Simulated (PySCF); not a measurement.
Vertical excitations of a molecule C5H7FO from TDA-PBE/def2-SVPD run with PySCF, as energy in eV (oscillator strength): 4.29 (0.000), 5.63 (0.013), 5.68 (0.008), 6.12 (0.105), 6.32 (0.029), 6.60 (0.016). Lowest triplet (TDA): 3.72 eV. Geometry: B3LYP-D3(BJ)/def2-SVP. The values are those of a single conformer.

Which molecule gave these data?
A. C=C(F)[C@@H]1C[C@@H]1O
B. CC1(C)OC=C1F
C. C=C[C@](C)(F)C=O
D. CC(=O)[C@H]1C[C@H]1F

D, CC(=O)[C@H]1C[C@H]1F
